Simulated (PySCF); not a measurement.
Species: silicene flake of 4 rings (pyrene shape) `[siH]1[siH][si]2[siH][siH][si]3[siH][siH][siH][si]4[siH][siH][si]([siH]1)[si]2[si]34`, charge 0, multiplicity 1, gas phase. Level: PBE-D3(BJ)/def2-SVP (PySCF).  1 Ha = 27.2114 eV.

```tsv
state (all at the geometry of the parent)	total energy (Ha)
parent, N electrons	-4634.10291
N − 1 electrons	-4633.87214
N + 1 electrons	-4634.19179
```

The Kohn–Sham HOMO–LUMO gap of the parent is 1.06 eV, and the atom farthest from the centroid lies 7.0 Å from it.

Problem. Work out the vertical ionisation energy, the vertical electron affinity and the fundamental gap. Read what the fundamental gap exceeds the Kohn–Sham gap by as a charging energy e²/C, and give C and the radius of a conducting sphere of that capacitance.

Solution. IE = E(N − 1) − E(N) = 0.23077 Ha = 6.28 eV. EA = E(N) − E(N + 1) = 0.08888 Ha = 2.42 eV. Both are measured against an electron at rest far away. Fundamental gap IE − EA = 3.86 eV. The basis has no diffuse functions, which puts the anion too high, so the affinity is too small and the gap too large. Charging energy U = 3.86 − 1.06 = 2.80 eV. C = e²/U = 0.1602 aF·eV / 2.80 eV = 0.057 aF. A sphere has C = 4πε₀R, so R = 14.40 eV·Å / U = 5.1 Å, against 7.0 Å to the farthest nucleus. The reading is a model: it holds as far as a semilocal functional adds the electron as a classical charge, and a dielectric around the species lowers U.
